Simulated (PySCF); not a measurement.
C₂H₆O₂SSi, SMILES COC(=O)[SiH2]S, GFN2-xTB optimised geometry.

```
12

C      1.91    -1.44     0.00
O      0.49    -1.26     0.00
C      0.03    -0.02     0.00
O      0.72     0.97     0.00
Si    -1.89    -0.02     0.00
S     -2.36     2.06     0.00
H      2.37    -0.70    -0.66
H      2.30    -1.32     1.01
H      2.10    -2.44    -0.37
H     -2.37    -0.67     1.21
H     -2.37    -0.66    -1.22
H     -1.08     2.44     0.00
```

Density from PBE0/def2-TZVP run with PySCF at that geometry.

Minimum of the electron density along straight lines between bonded atoms, close to the bond critical point (lines longer than 1.1 times the sum of covalent radii, or with two minima, are not listed):

| bond | length / Å | ρ at the minimum / e bohr⁻³ | ∇²ρ there / e bohr⁻⁵ | position (fraction from the first atom) |
|---|---|---|---|---|
| C1–O2 | 1.427 | 0.246 | -0.45 | 0.35 |
| O2–C3 | 1.329 | 0.315 | -0.52 | 0.66 |
| C3–O4 | 1.209 | 0.424 | -0.13 | 0.34 |
| C3–Si5 | 1.917 | 0.115 | 0.17 | 0.62 |
| Si5–S6 | 2.130 | 0.101 | 0.11 | 0.36 |
| C1–H7 | 1.091 | 0.286 | -1.02 | 0.65 |
| C1–H8 | 1.091 | 0.285 | -1.01 | 0.65 |
| C1–H9 | 1.087 | 0.288 | -1.03 | 0.65 |
| Si5–H10 | 1.456 | 0.128 | 0.19 | 0.49 |
| Si5–H11 | 1.456 | 0.128 | 0.19 | 0.49 |
| S6–H12 | 1.328 | 0.220 | -0.65 | 0.65 |
